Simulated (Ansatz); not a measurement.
Geometry optimisation, Ansatz 0.2.0, RKS PBE/def2-SVP.

The input (input.yaml):

```yaml
crystal:
  periodic: [false, false, false]
  atoms:
    - { symbol: Al, position_ang: [0.0, 0.0, 0.0] }
    - { symbol: Cl, position_ang: [0.0, 0.0, 2.58] }
    - { symbol: H, position_ang: [1.351, 0.0, -0.78] }
    - { symbol: Cl, position_ang: [-1.9312, 0.0, -1.115] }
    - { symbol: Si, position_ang: [-0.3355, -2.4636, 0.8261] }
    - { symbol: H, position_ang: [-0.9187, -3.2626, -0.2477] }
    - { symbol: H, position_ang: [0.9551, -3.0299, 1.2073] }
    - { symbol: H, position_ang: [-1.2302, -2.4731, 1.9799] }
    - { symbol: H, position_ang: [-0.1971, -1.4472, 2.1004] }
basis:
  gaussian: { orbitals: def2-SVP }
hamiltonian:
  xc: pbe
relax:
  f_tol: 0.15
  max_steps: 25
  restrain:
    - { distance: [0, 4], at: 3.52, k: 30.0 }
    - { distance: [8, 1], at: 2.57, k: 30.0 }
    - { distance: [0, 1], at: 2.23, k: 30.0 }
    - { distance: [8, 4], at: 1.46, k: 30.0 }
output:
  orbitals: {}
```

Launched with:

```bash
$ ansatz run input.yaml --threads 2 --pin off --max-ram 3072MiB --backend cpu --events-out ev --progress --plain --runs-dir out
```

Problem. Where does it end, and by what steps?

Solution. The forces met the threshold. The restraints hold the end off the free minimum. After 9 steps the energy has fallen by 3.087 eV (the restraints' own energy left out); Cl2 moved furthest, 0.98 Å. Parted: Al1–Si5 (2.62 → 3.51 Å).

```json
{"step": "0", "energy less start (eV)": "0.0000", "largest force component (eV/Å)": "2.885", "accepted": "yes"}
{"step": "1", "energy less start (eV)": "0.6599", "largest force component (eV/Å)": "2.353", "accepted": "yes"}
{"step": "2", "energy less start (eV)": "0.7309", "largest force component (eV/Å)": "2.900", "accepted": "yes"}
{"step": "3", "energy less start (eV)": "0.1757", "largest force component (eV/Å)": "3.039", "accepted": "yes"}
{"step": "4", "energy less start (eV)": "-1.2499", "largest force component (eV/Å)": "1.799", "accepted": "yes"}
{"step": "5", "energy less start (eV)": "-2.1715", "largest force component (eV/Å)": "1.347", "accepted": "yes"}
{"step": "6", "energy less start (eV)": "-2.8173", "largest force component (eV/Å)": "1.099", "accepted": "yes"}
{"step": "7", "energy less start (eV)": "-3.0811", "largest force component (eV/Å)": "1.121", "accepted": "yes"}
{"step": "8", "energy less start (eV)": "-3.0876", "largest force component (eV/Å)": "1.091", "accepted": "yes"}
{"step": "9", "energy less start (eV)": "-3.0870", "largest force component (eV/Å)": "1.119", "accepted": "yes"}
```

```xyz
9
Properties=species:S:1:pos:R:3
Al -0.012 0.388 0.094
Cl 0.007 0.912 2.224
H 1.341 0.203 -0.700
Cl -1.862 0.414 -0.920
Si -0.359 -2.939 1.164
H -0.865 -3.289 -0.204
H 0.938 -3.638 1.445
H -1.383 -3.254 2.212
H -0.111 -1.474 1.235
```

Time of the run: 20 s on 2 threads of Arm Neoverse V1, with other jobs on the host, peak memory 0.14 GiB.
